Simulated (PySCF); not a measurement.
Method: delta-SCF UKS SCAN, pcX-2 on the ionised atom, pcseg-1 elsewhere, spin-free X2C (PySCF 2.14.0). Geometries: PBE0-D3(BJ)/def2-SVP; isolated species, one conformer each. Values against the vacuum level.

Problem. Order these sites by rising C 1s binding energy.
A. C1 in `[CH3:1][CH2:2][O:3][GeH2:4][O:5][CH3:6]`
B. C4 in `[CH2:1]=[C:2]([CH3:3])[C:4](=[O:5])[O:6][CH:7]([CH3:8])[CH3:9]`
C. Carbon in `[BH2-]1OCCO1`
D. C1 in `[CH3:1][CH:2]([CH3:3])[CH2:4][CH2:5][CH:6]([CH3:7])[CH3:8]`

Solution. C (286.97 eV), D (290.28 eV), A (290.73 eV), B (294.04 eV).

From the lowest up, the atoms are bonded to: O, C and 2 H in a species of charge -1 (286.97); C and 3 H (290.28); C and 3 H (290.73); O (double bond), O and C (294.04).

Problem. Order these sites by rising O 1s binding energy.
A. O6 in `[CH2:1]=[C:2]([CH3:3])[C:4](=[O:5])[O:6][CH:7]([CH3:8])[CH3:9]`
B. O3 in `[CH3:1][CH2:2][O:3][GeH2:4][O:5][CH3:6]`
C. Oxygen in `[BH2-]1OCCO1`

Solution. C (531.88 eV), B (537.42 eV), A (538.86 eV).

The highest is bonded to 2 C, the lowest to C and B in a species of charge -1; the range is 6.98 eV.

The basis sets have no added diffuse functions, a weakness for anions.
